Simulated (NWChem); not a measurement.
System: CH5BeN; SMILES [CH3][Be][NH2]

Input file for NWChem:

```
start job
memory heap 200 mb stack 900 mb global 1100 mb
geometry units angstroms noautoz
  Be    -0.005684     0.067779     0.001368
  C     -0.001552    -1.611276    -0.001737
  H     -0.504218    -2.041757     0.881819
  H      1.027051    -2.015446     0.000102
  H     -0.498239    -2.034343    -0.892419
  N     -0.000050     1.572305    -0.000245
  H     -0.821715     2.167812     0.000290
  H      0.826187     2.161421    -0.006281
end
basis spherical
  Be library def2-tzvp
  C library def2-tzvp
  H library def2-tzvp
  N library def2-tzvp
end
dft
  xc xtpss03 ctpss03
  iterations 150
  mulliken
end
task dft energy
```

The geometry was optimised at PBE0/def2-SVP.

**Question.** Predict the main results of this run. (TPSS/def2-TZVP.) Quantities: energy (Ha); highest occupied level (eV); orbital gap (eV); dipole (D).

**Answer.** The energy (Ha) comes out as -110.72. The highest occupied level (eV) is -5.82 and the orbital gap (eV) comes out as 5.37. The dipole (D) is 1.14.
